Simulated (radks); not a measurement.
Problem. Pr2+, 57 electrons, occupied as [Xe] 4f2.5 5f0.5 (fractional occupations, a model configuration). Method: Dirac Kohn-Sham, SOGGA, spin-unpolarised, spherical densities, finite nucleus; open shells fill j = l - 1/2 first; Fermi nuclear charge, rms radius 4.8919 fm; computed with a radial shooting solver on a logarithmic mesh with Libxc functionals. Some entries of the table are withheld. Estimate them.

orbital  occ.  eigenvalue (hartree)  <r^2> (bohr^2)  <r> (bohr)
1s1/2       2             -1535.156       0.0007901     0.02410
2s1/2       2             -247.4437         0.01248      0.1026
2p1/2       2             -233.9380        0.009135     0.08607
2p3/2       4             -216.2289         0.01039     0.09237
3s1/2       2             -53.91653         0.08475      0.2721
3p1/2       2             -48.16668         0.07968      0.2618
3p3/2       4             -44.65894         0.08713      0.2741
3d3/2       4             -34.61094             (1)      0.2453
3d5/2       6             -33.85472             (2)      0.2491
4s1/2       2             -11.25532          0.4371      0.6223
4p1/2       2              -9.10248          0.4658      0.6398
4p3/2       4              -8.34437          0.5070      0.6677
4d3/2       4              -4.80593             (3)         (4)
4d5/2       6              -4.67263             (5)         (6)
5s1/2       2              -2.05547           2.487         (7)
5p1/2       2              -1.46971           3.119       1.662
5p3/2       4              -1.36041           3.421       1.741
4f5/2     2.5              -0.70220           1.494       1.066
4f7/2       0              -0.68849           1.530       1.078
5f5/2     0.5              -0.19962           46.96       6.486
5f7/2       0              -0.19937           47.14       6.499

Solution. 
(1) 3d3/2 <r^2> (bohr^2): 0.07098
(2) 3d5/2 <r^2> (bohr^2): 0.07309
(3) 4d3/2 <r^2> (bohr^2): 0.6020
(4) 4d3/2 <r> (bohr): 0.7202
(5) 4d5/2 <r^2> (bohr^2): 0.6186
(6) 4d5/2 <r> (bohr): 0.7301
(7) 5s1/2 <r> (bohr): 1.489
